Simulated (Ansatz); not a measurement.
# Pulling the pair apart

The pair of HBr (SMILES Br, atoms 1–2) and HCN (SMILES C#N, atoms 3–5), both closed shells, in one local arrangement (a lower one may exist), relaxed at PBE0-D4/def2-TZVP:

```xyz
5
angstrom
Br -0.3231 -0.0040 -3.0400
H -0.1887 -0.0009 -1.6131
C 0.1738 0.0017 1.5756
N 0.0291 0.0018 0.4413
H 0.3091 0.0015 2.6362
```

HCN is shifted rigidly along the line between the mean atom positions of the two fragments (negative: closer). Counterpoise interaction energies in kJ/mol. Computed with Ansatz 0.2.0 (basis: def2-TZVPPD); correlated methods freeze the cores. Filled d shells of the heavier atoms are correlated. The def2 sets are not built for correlating such inner shells, so the correlated values are less sure here. B3LYP uses VWN-RPA correlation.

| shift (Å) | HF | MP2 | B3LYP-D4 |
| --- | --- | --- | --- |
| -0.35 | 10.4 | -9.3 | -8.2 |
| -0.17 | -1.6 | -16.0 | -15.0 |
| 0.00 | -7.6 | -17.9 | -17.0 |
| 0.17 | -10.0 | -17.4 | -16.5 |
| 0.42 | -10.5 | -15.2 | -14.3 |
| 0.87 | -8.4 | -10.5 | -9.7 |
| 1.75 | -4.5 | -5.0 | -4.6 |
| 3.50 | -1.7 | -1.6 | -1.6 |

Question: What does CCSD(T) give at these shifts? (An estimate is asked for; the value comes from the calculation.)

Answer: Computed: -3.0, -11.5, -14.7, -15.1, -13.6, -9.6, -4.6, -1.5 kJ/mol. For zero shift, CCSD(T) at an estimated basis limit (MP2 extrapolated from triple and quadruple zeta, plus CCSD(T) − MP2 in triple zeta) gives -16.7 kJ/mol. These are counterpoise interaction energies, counted from the two frozen fragments.

The T1 diagnostic stays at or below 0.010.

For scale, one of the runs: CCSD(T)/def2-TZVPPD, 165 basis functions, launched by `ansatz run in.yaml --threads 2 --pin off --events-out ev --progress --plain --max-ram 5222MiB`. Hardware: 2 CPU threads of an Intel Xeon Platinum 8259CL, shared host. Wall time 21 s; peak host memory 0.97 GiB.
